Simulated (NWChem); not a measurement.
System: C₃H₂BF₃; SMILES C#C[C@@H](F)B(F)F

```xyz
9

C      1.1068    -2.3169     0.5476
C      0.4134    -1.4727     0.0333
C     -0.4005    -0.4145    -0.5617
F     -1.7485    -0.5665    -0.2168
B      0.1301     0.9963    -0.0554
F      1.2876     1.4577    -0.4978
F     -0.5568     1.7221     0.8016
H      1.7151    -3.0705     0.9947
H     -0.3284    -0.4715    -1.6582
```
Atoms are numbered in this order, from 1.

The geometry was optimised at B3LYP/6-31G* (spherical d).

Problem. Give the principal values of the shielding tensors (ppm) of C1, C2, C3, F4, B5 from PBE0/pcSseg-1, GIAO (NWChem), with their diamagnetic and paramagnetic parts as GIAO splits them.

Solution. 
```
atom    σ11    σ22    σ33  isotropic  diamagnetic  paramagnetic
----  -----  -----  -----  ---------  -----------  ------------
C1     26.0   35.9  224.2       95.3        256.5        -161.1
C2      7.0   12.4  299.4      106.2        262.6        -156.4
C3     78.7   86.3  170.1      111.7        245.7        -134.0
F4    370.5  421.0  465.3      418.9        476.4         -57.5
B5     61.3   79.9   85.4       75.6        193.1        -117.5
```
